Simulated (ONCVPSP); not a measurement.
# Before and after: ONCV potential for N (Z = 7)

- Element: nitrogen
- Generator: ONCVPSP 4.0.1
- Type: optimised norm-conserving Vanderbilt (ONCV)
- Functional: PBE
- Relativity: scalar-relativistic
- Frozen core: [He]
- Valence charge: 5
- Reference configuration: 2s2 2p1.5 (charge +1.5)
- Partial waves: 2s: rc 0.95 bohr, ncon 3, nbas 6, qcut 5.4 1/bohr, 2 projectors, debl 3.8 Ha; 2p: rc 1.65 bohr, ncon 5, nbas 8, qcut 8 1/bohr, 3 projectors, debl 2 Ha; d scattering state at 0.06 Ha: rc 1.45 bohr, ncon 5, nbas 8, qcut 7 1/bohr, 1 projector
- Local potential: polynomial inside 0.70 bohr (lpopt 5, dvloc0 1 Ha)
- Core correction: Teter function, fcfact 5.5, rcfact 1

All-electron outer shells of the reference configuration (PBE, scalar-relativistic, ld1.x):

| shell | level (eV) | outermost node (bohr) | outermost maximum (bohr) |
| --- | --- | --- | --- |
| 1s | -412.15 | – | 0.15 |
| 2s | -40.50 | 0.32 | 0.97 |
| 2p | -28.73 | – | 0.89 |

Change: all radii but the core radius scaled by about 1.13 (s 1.08, p 1.86, d 1.64 bohr); local potential polynomial inside 0.78 bohr (lpopt 5, dvloc0 1 Ha).

Cutoffs: the cutoffs (Ha) at which the residual kinetic energy of the hardest occupied pseudo-wave falls to 1 and 0.1 mHa per electron; they do not see the model core or the augmentation charge, which bear on the density cutoff. Errors are all-electron minus pseudo energies relative to the spin-unpolarised reference configuration.

**Question.** How do hardness, ghosts and transferability respond?

**Answer.** The potential gets softer (86 Ha and 144 Ha → 61 Ha and 105 Ha); of the 4 tests that both files solve, the error grows in 4 and shrinks in 0 by more than 15 % and 0.3 meV (median size 37.0 → 52.1 meV); neither file shows a bound ghost. A larger radius leaves more room for a smooth pseudo-wave, so fewer plane waves are needed. More of the atom is replaced by a form fitted at one configuration, so other configurations suffer.

| quantity | base | changed |
| --- | --- | --- |
| cutoff, loose | 86 Ha | 61 Ha |
| cutoff, tight | 144 Ha | 105 Ha |
| loose cutoff by channel | s 86 Ha, p 25 Ha | s 61 Ha, p 23 Ha |
| bound ghosts | none | none |
| GHOST(+) flags under 300 eV | none | none |
| error for 2s2 2p3, meV [ΔE -25.91 eV] | +74 | +107 |
| error for 2s2 2p2, meV [ΔE -12.32 eV] | +16 | +23 |
| error for 2s2 2p1, meV [ΔE 16.53 eV] | +27 | +38 |
| error for 2s2 2p2.5, meV [ΔE -20.82 eV] | +47 | +67 |
| rms error of d²Exc/dni dnj with the model core, mHa | 5.03 | 4.79 |
